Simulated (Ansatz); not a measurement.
AlSiH4Cl2F, closed shell: a nudged elastic band.

The input file, in.yaml:

```yaml
crystal:
  periodic: [false, false, false]
  atoms:
    - {symbol: Al, position_ang: [-0.271767, -0.866956, -0.036443]}
    - {symbol: Si, position_ang: [0.945459, 1.125281, -0.704664]}
    - {symbol: Cl, position_ang: [-1.204230, -2.122915, -1.435429]}
    - {symbol: Cl, position_ang: [0.291139, -1.850449, 1.808125]}
    - {symbol: H, position_ang: [-1.552289, -0.715235, 1.842305]}
    - {symbol: F, position_ang: [-1.853281, -0.231589, 1.076861]}
    - {symbol: H, position_ang: [0.181641, 1.906540, -1.715764]}
    - {symbol: H, position_ang: [2.256152, 0.748666, -1.302054]}
    - {symbol: H, position_ang: [1.207278, 2.006555, 0.467064]}
basis:
  gaussian: {orbitals: def2-SVP}
hamiltonian: {xc: {name: wB97X-V}}
neb:
  images: 3
  climbing: true
  max_iterations: 40
  initial_path: idpp
  optimiser: lbfgs
  final_atoms:
    - {symbol: Al, position_ang: [-0.790206, -1.362037, 0.473544]}
    - {symbol: Si, position_ang: [0.650514, 1.256602, -0.385904]}
    - {symbol: Cl, position_ang: [-1.011744, -1.833609, -1.547067]}
    - {symbol: Cl, position_ang: [0.945241, -1.936449, 1.479351]}
    - {symbol: H, position_ang: [-0.473223, 0.532177, 0.333225]}
    - {symbol: F, position_ang: [-2.140132, -1.060365, 1.356359]}
    - {symbol: H, position_ang: [-0.037054, 2.094355, -1.391047]}
    - {symbol: H, position_ang: [1.549899, 0.256427, -0.991156]}
    - {symbol: H, position_ang: [1.306803, 2.052798, 0.672692]}
```

Launched with

```bash
ansatz run in.yaml --threads 8 --pin off --events-out ev --progress --plain --max-ram 19148MiB
```

The run's output (Ansatz 0.2.0):

```
Functional definition: wB97X-V
  name "wB97X-V"
  cite "Mardirossian & Head-Gordon, Phys. Chem. Chem. Phys. 16, 9904 (2014) doi:10.1039/C3CP54374A"
  cite "Becke, J. Chem. Phys. 107, 8554 (1997) doi:10.1063/1.475007"
  cite "Vydrov & Van Voorhis, J. Chem. Phys. 133, 244103 (2010) doi:10.1063/1.3521275"
  parameter omega = 0.3/bohr
  parameter cx = 0.167
  parameter cx1 = 0.603
  parameter cx2 = 1.194
  parameter css0 = 0.556
  parameter css1 = -0.257
  parameter cos0 = 1.219
  parameter cos1 = -1.850
  parameter b = 6.0
  parameter c = 0.01
  exchange = spin_sum(e_x_unif_sr(omega)*poly(b97_u_x, 1 - cx, cx1, cx2)) + cx*exact_x_sr(omega) + exact_x_lr(omega)
  correlation = spin_sum(e_c_pw_same_spin*poly(b97_u_same, css0, css1))
      + integral(e_c_pw_opposite_spin*poly(b97_u_opposite, cos0, cos1)) + vv10(b, c)
1045 factors; integrals over basis functions are off by at most 4.1e-4 eV
369 factors; integrals over basis functions are off by at most 4.4e-7 eV
mean field evaluation 1: about -42283.0452 eV, gradient 2.6e1 eV
mean field evaluation 2: about -42283.9535 eV, gradient 2.1e1 eV
mean field evaluation 4: about -42284.7044 eV, gradient 1.1e0 eV
mean field evaluation 8: about -42284.7233 eV, gradient 9.7e-3 eV
mean field -42284.72330067 eV, -1553.9349196848 hartree, gradient 4.5e-5 eV, S^2 0.000000; 0 other end points of the search recorded, 0 dependent functions left out
the calculation of the forces begins
reference -42284.72329876 eV, -1553.9349196145 hartree; 37, 37 occupied and 69, 69 virtual orbitals, 1045 factors
1045 factors; integrals over basis functions are off by at most 1.1e-3 eV
369 factors; integrals over basis functions are off by at most 4.1e-7 eV
mean field evaluation 16: about -42283.2728 eV, gradient 3.6e1 eV
mean field -42285.98100708 eV, -1553.9811395429 hartree, gradient 7.8e-5 eV, S^2 0.000000; 0 other end points of the search recorded, 0 dependent functions left out
the calculation of the forces begins
reference -42285.98100503 eV, -1553.9811394676 hartree; 37, 37 occupied and 69, 69 virtual orbitals, 1045 factors
WARN: NEB end point (image 0): max|allowed force component| = 1.881e-1 eV/Å (the criterion of neb.relax_end_points is 1.000e-2). That is over neb.f_tol: it is no minimum, so the barrier can be far off. Relax it first
WARN: NEB end point (image 4): max|allowed force component| = 6.093e-1 eV/Å (the criterion of neb.relax_end_points is 1.000e-2). That is over neb.f_tol: it is no minimum, so the barrier can be far off. Relax it first
1045 factors; integrals over basis functions are off by at most 6.0e-4 eV
369 factors; integrals over basis functions are off by at most 4.3e-7 eV
mean field evaluation 32: about -42282.6637 eV, gradient 4.0e0 eV
mean field -42282.71980076 eV, -1553.8612924211 hartree, gradient 2.2e-5 eV, S^2 0.000000; 0 other end points of the search recorded, 0 dependent functions left out
the calculation of the forces begins
reference -42282.71979882 eV, -1553.8612923500 hartree; 37, 37 occupied and 69, 69 virtual orbitals, 1045 factors
1045 factors; integrals over basis functions are off by at most 8.7e-4 eV
369 factors; integrals over basis functions are off by at most 4.3e-7 eV
mean field -42281.55301523 eV, -1553.8184138437 hartree, gradient 2.8e-5 eV, S^2 0.000000; 0 other end points of the search recorded, 0 dependent functions left out
the calculation of the forces begins
reference -42281.55301325 eV, -1553.8184137710 hartree; 37, 37 occupied and 69, 69 virtual orbitals, 1045 factors
1045 factors; integrals over basis functions are off by at most 9.7e-4 eV
369 factors; integrals over basis functions are off by at most 4.2e-7 eV
mean field evaluation 64: about -42280.8466 eV, gradient 3.8e1 eV
mean field -42283.98144811 eV, -1553.9076571060 hartree, gradient 6.1e-5 eV, S^2 0.000000; 0 other end points of the search recorded, 0 dependent functions left out
the calculation of the forces begins
reference -42283.98144608 eV, -1553.9076570314 hartree; 37, 37 occupied and 69, 69 virtual orbitals, 1045 factors
NEB iter   1: max|band force component| = 3.742e0 eV/Å  barrier→ = 3.1703 eV  barrier← = 4.4280 eV  Δτ_max = 0.0743 Å  (133 SCF iters)
NEB iter   2: max|band force component| = 3.722e0 eV/Å  barrier→ = 2.9572 eV  barrier← = 4.2149 eV  Δτ_max = 0.2000 Å  (94 SCF iters)
NEB iter   3: max|band force component| = 1.001e1 eV/Å  barrier→ = 2.6742 eV  barrier← = 3.9319 eV  Δτ_max = 0.1555 Å  (95 SCF iters)
NEB iter   4: max|band force component| = 3.289e0 eV/Å  barrier→ = 2.5467 eV  barrier← = 3.8044 eV  Δτ_max = 0.0351 Å  (99 SCF iters)
NEB iter   5: max|band force component| = 2.121e0 eV/Å  barrier→ = 2.4879 eV  barrier← = 3.7456 eV  Δτ_max = 0.0992 Å  (85 SCF iters)
NEB iter   6: max|band force component| = 6.411e0 eV/Å  barrier→ = 2.0596 eV  barrier← = 3.3173 eV  Δτ_max = 0.1073 Å  (94 SCF iters)
NEB iter   7: max|band force component| = 2.540e0 eV/Å  barrier→ = 1.9089 eV  barrier← = 3.1666 eV  Δτ_max = 0.0254 Å  (85 SCF iters)
NEB iter   8: max|band force component| = 1.735e0 eV/Å  barrier→ = 1.8191 eV  barrier← = 3.0768 eV  Δτ_max = 0.1417 Å  (84 SCF iters)
NEB iter   9: max|band force component| = 7.264e0 eV/Å  barrier→ = 1.1373 eV  barrier← = 2.3950 eV  Δτ_max = 0.1407 Å  (90 SCF iters)
NEB iter  10: max|band force component| = 3.331e0 eV/Å  barrier→ = 1.0374 eV  barrier← = 2.2951 eV  Δτ_max = 0.0392 Å  (92 SCF iters)
NEB iter  11: max|band force component| = 2.290e0 eV/Å  barrier→ = 0.9982 eV  barrier← = 2.2559 eV  Δτ_max = 0.1174 Å  (85 SCF iters)
NEB iter  12: max|band force component| = 9.804e0 eV/Å  barrier→ = 1.0957 eV  barrier← = 2.3534 eV  Δτ_max = 0.1870 Å  (91 SCF iters)
NEB iter  13: max|band force component| = 3.624e0 eV/Å  barrier→ = 1.1003 eV  barrier← = 2.3580 eV  Δτ_max = 0.0523 Å  (89 SCF iters)
NEB iter  14: max|band force component| = 2.894e0 eV/Å  barrier→ = 0.7734 eV  barrier← = 2.0311 eV  Δτ_max = 0.1851 Å  (82 SCF iters)
NEB iter  15: max|band force component| = 2.155e1 eV/Å  barrier→ = 2.3422 eV  barrier← = 3.5999 eV  Δτ_max = 0.2000 Å  (89 SCF iters)
NEB iter  16: max|band force component| = 3.812e0 eV/Å  barrier→ = 0.7944 eV  barrier← = 2.0521 eV  Δτ_max = 0.0315 Å  (88 SCF iters)
NEB iter  17: max|band force component| = 3.105e0 eV/Å  barrier→ = 0.6533 eV  barrier← = 1.9110 eV  Δτ_max = 0.1448 Å  (80 SCF iters)
NEB iter  18: max|band force component| = 1.316e1 eV/Å  barrier→ = 1.2441 eV  barrier← = 2.5018 eV  Δτ_max = 0.2000 Å  (91 SCF iters)
NEB iter  19: max|band force component| = 4.322e0 eV/Å  barrier→ = 1.0505 eV  barrier← = 2.3082 eV  Δτ_max = 0.0512 Å  (88 SCF iters)
NEB iter  20: max|band force component| = 3.278e0 eV/Å  barrier→ = 0.5714 eV  barrier← = 1.8291 eV  Δτ_max = 0.1859 Å  (80 SCF iters)
NEB iter  21: max|band force component| = 2.180e1 eV/Å  barrier→ = 2.1274 eV  barrier← = 3.3851 eV  Δτ_max = 0.2000 Å  (89 SCF iters)
NEB iter  22: max|band force component| = 4.246e0 eV/Å  barrier→ = 0.7394 eV  barrier← = 1.9971 eV  Δτ_max = 0.0334 Å  (85 SCF iters)
NEB iter  23: max|band force component| = 3.343e0 eV/Å  barrier→ = 0.5191 eV  barrier← = 1.7768 eV  Δτ_max = 0.1271 Å  (77 SCF iters)
NEB iter  24: max|band force component| = 9.966e0 eV/Å  barrier→ = 0.7972 eV  barrier← = 2.0549 eV  Δτ_max = 0.1611 Å  (88 SCF iters)
NEB iter  25: max|band force component| = 4.197e0 eV/Å  barrier→ = 0.7102 eV  barrier← = 1.9679 eV  Δτ_max = 0.0484 Å  (86 SCF iters)
NEB iter  26: max|band force component| = 2.670e0 eV/Å  barrier→ = 0.4737 eV  barrier← = 1.7314 eV  Δτ_max = 0.0856 Å  (75 SCF iters)
NEB iter  27: max|band force component| = 5.590e0 eV/Å  barrier→ = 0.4564 eV  barrier← = 1.7141 eV  Δτ_max = 0.0918 Å  (83 SCF iters)
NEB iter  28: max|band force component| = 2.539e0 eV/Å  barrier→ = 0.4499 eV  barrier← = 1.7076 eV  Δτ_max = 0.0286 Å  (80 SCF iters)
NEB iter  29: max|band force component| = 1.269e0 eV/Å  barrier→ = 0.4477 eV  barrier← = 1.7054 eV  Δτ_max = 0.0274 Å  (73 SCF iters)
NEB iter  30: max|band force component| = 1.233e0 eV/Å  barrier→ = 0.4412 eV  barrier← = 1.6989 eV  Δτ_max = 0.0106 Å  (81 SCF iters)
NEB iter  31: max|band force component| = 1.087e0 eV/Å  barrier→ = 0.4372 eV  barrier← = 1.6949 eV  Δτ_max = 0.1111 Å  (81 SCF iters)
NEB iter  32: max|band force component| = 4.572e-1 eV/Å  barrier→ = 0.3992 eV  barrier← = 1.6569 eV  CI = image 2  Δτ_max = 0.0075 Å  (88 SCF iters)
NEB iter  33: max|band force component| = 3.658e-1 eV/Å  barrier→ = 0.3977 eV  barrier← = 1.6554 eV  CI = image 2  Δτ_max = 0.1140 Å  (70 SCF iters)
NEB iter  34: max|band force component| = 9.748e-1 eV/Å  barrier→ = 0.3868 eV  barrier← = 1.6445 eV  CI = image 2  Δτ_max = 0.0154 Å  (89 SCF iters)
NEB iter  35: max|band force component| = 4.755e-1 eV/Å  barrier→ = 0.3835 eV  barrier← = 1.6412 eV  CI = image 2  Δτ_max = 0.0135 Å  (81 SCF iters)
NEB iter  36: max|band force component| = 3.349e-1 eV/Å  barrier→ = 0.3841 eV  barrier← = 1.6418 eV  CI = image 2  Δτ_max = 0.0950 Å  (85 SCF iters)
NEB iter  37: max|band force component| = 6.455e-1 eV/Å  barrier→ = 0.3914 eV  barrier← = 1.6491 eV  CI = image 2  Δτ_max = 0.0093 Å  (87 SCF iters)
NEB iter  38: max|band force component| = 4.998e-1 eV/Å  barrier→ = 0.3915 eV  barrier← = 1.6492 eV  CI = image 2  Δτ_max = 0.0558 Å  (70 SCF iters)
NEB iter  39: max|band force component| = 7.411e-1 eV/Å  barrier→ = 0.4030 eV  barrier← = 1.6607 eV  CI = image 2  Δτ_max = 0.0106 Å  (89 SCF iters)
NEB iter  40: max|band force component| = 5.689e-1 eV/Å  barrier→ = 0.4035 eV  barrier← = 1.6612 eV  CI = image 2  Δτ_max = 0.0532 Å  (74 SCF iters)
Error: NEB band did not converge after 40 iterations: max|band force component| = 5.69e-1 eV/Å (threshold 5.0e-2); raise `neb.max_iterations` in a new run, which can start from the last band evaluated (`neb.initial_path`, with `crystal.atoms` and `neb.final_atoms` set to its first and last images), add images, or start from endpoints closer to local minima. Where this run's directory can be resumed (`checkpoint.write`), a resume goes on for up to `neb.max_iterations` more; to start a new run from the last band, take its images' positions from the `neb_iteration` event of iteration 40 (`data.images[].positions_ang`), in the event stream of the run that computed that iteration (not this run's, if it was resumed behind it). With `checkpoint.write`, `steps/00-neb/state/checkpoint.json` in the run directory holds the last saved band, under `neb.evaluated.images[].positions_ang` (a band under a hybrid functional on support functions is neither saved nor resumed: `neb.initial_path` says where its path is): check the last entry of `neb.iterations` there, which is earlier than 40 if that iteration was not saved or its write failed. If the band's step has no `state` directory and holds `state.next`, a write was cut short, and the file is under `state.next` instead (behind a loss of power it can be under `state.prev`)
a run's events are kept only if it was started with --events-out <file>, and are in that file

[the SCF lines of later steps are left out]
```

The lines “mean field evaluation” count trial sets of orbitals through the whole run, from several starts and some on an approximate energy, so they need not fall steadily or lie above the final value.

The run took about 5.6 min on 8 CPU threads of an Arm Neoverse V1 (shared host).


The run did not converge within its limit.